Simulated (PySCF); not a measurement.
# Worked example: entropy of an ideal gas

H3OSi, SMILES [O][SiH3], multiplicity 2.

Geometry: PBE-D3(BJ)/def2-TZVP. The isomer is the one that the SMILES or the coordinates give; other isomers of the formula were not compared.

PySCF with PBE-D3(BJ)/def2-TZVP gives the harmonic wavenumbers 473, 541, 787, 793, 849, 956, 2014, 2138, 2140 cm⁻¹ and the rotational temperatures 4.0422, 0.7128, 0.7102 K. The molar mass is 47.11 g/mol, the symmetry number 1, the spin multiplicity 2.

Q: Work out the entropy at 298.15 K and 1 atm in the rigid-rotor, harmonic-oscillator model.

A: 
Translation (Sackur–Tetrode at 1 atm): S = R[1.5 ln M + 2.5 ln T − 1.16487] = 156.8 J/(mol K).
Rotation: q = (√π/σ) T^1.5/√(θA θB θC) = 6380, S = R[ln q + 3/2] = 85.3 J/(mol K).
Vibration: with u = 1.4388 ν/T, each mode gives R[u/(e^u − 1) − ln(1 − e^−u)]:
```csv
ν (cm⁻¹),modes,u,S (J/(mol K))
473,1,2.28,3.05
541,1,2.61,2.36
787,1,3.80,0.91
793,1,3.83,0.89
849,1,4.10,0.72
956,1,4.61,0.47
2014,1,9.72,0.01
```
The stiffer modes add less than 0.005 each. Sum 8.4 J/(mol K).
Spin: R ln 2 = 5.8 J/(mol K).
Total 256.3 J/(mol K); the program's own thermochemistry gives 256.3. Translation makes up 61 % and vibration 3 %. Anharmonicity, hindered rotation and orbital degeneracy are left out.
